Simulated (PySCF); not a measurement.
Multinuclear NMR of C2H12Si4

Mapped SMILES: `[SiH3:1][CH2:2][SiH:3]1[SiH2:4][CH2:5][SiH2:6]1`; H(Xn) means a hydrogen on atom n. Ha(Si4), Ha(C5), Ha(Si6) are cis to C2 on the ring; Hb(Si4), Hb(C5), Hb(Si6) are trans to C2 on the ring.

- shielding tensors at PBE0/pcSseg-1 (GIAO)
- GFN2-xTB structure
- program: PySCF 2.14
- single conformer, equivalent nuclei averaged, no solvent, non-relativistic Hamiltonian

**Question.** What are the $^{29}$Si shifts?

**Answer.** 
```csv
atoms,environment,σ (ppm),δ (ppm)
Si3,"silicon bonded to C, 2 Si, H, in a 4-membered ring",379.2,-31.7
Si4/Si6,"silicon bonded to C, Si, 2 H, in a 4-membered ring",401.5,-50.1
Si1,"silicon bonded to C, 3 H",422.3,-67.2
```

Shieldings were converted by a linear fit to measured shifts: $^{29}$Si (scatter 8.9 ppm rms, 25.8 ppm with the 6 outliers that the fit left out vs TMS, solution or neat liquid). A few per cent of atoms miss by over 2 rms, more outside the fitted compound classes.

On a 300 MHz spectrometer $^{29}$Si resonates near 59.6 MHz, so 1 ppm is 59.6 Hz.
